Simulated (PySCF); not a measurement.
CH7OPSi.

```xyz
11

Si     0.1932     0.8848    -0.1987
P      1.4988    -0.8402     0.5246
O     -1.2703     0.2995    -0.7381
C     -2.1783    -0.4306     0.0556
H      0.7725     1.6366    -1.3413
H      0.0123     1.7962     0.9748
H      2.5901     0.0333     0.8289
H      1.9868    -1.1599    -0.7797
H     -2.5545     0.1682     0.9066
H     -3.0386    -0.7177    -0.5684
H     -1.7231    -1.3529     0.4624
```
Charge 0, spin multiplicity 1.

Geometry: B3LYP-D3(BJ)/def2-SVP. The values are those of a single conformer.

Computed with PySCF with PBE/pcSseg-1. Non-relativistic, no solvent.

Computed absolute GIAO shielding of each atom: isotropic value and principal components (ppm):
```csv
atom,σ(iso),σ11,σ22,σ33,span
Si1,338.1,260.6,322.5,431.1,170.5
P2,573.8,503.3,571.8,646.2,143.0
O3,316.6,244.0,348.4,357.5,113.5
C4,124.0,93.6,99.7,178.6,85.0
H5,25.4,21.3,24.6,30.3,9.0
H6,25.7,21.8,24.9,30.5,8.7
H7,30.1,25.6,26.9,37.7,12.1
H8,29.4,24.8,26.6,36.8,12.0
H9,27.7,24.3,25.0,33.7,9.4
H10,27.4,23.4,25.2,33.5,10.1
H11,27.4,22.9,26.5,32.7,9.8
```
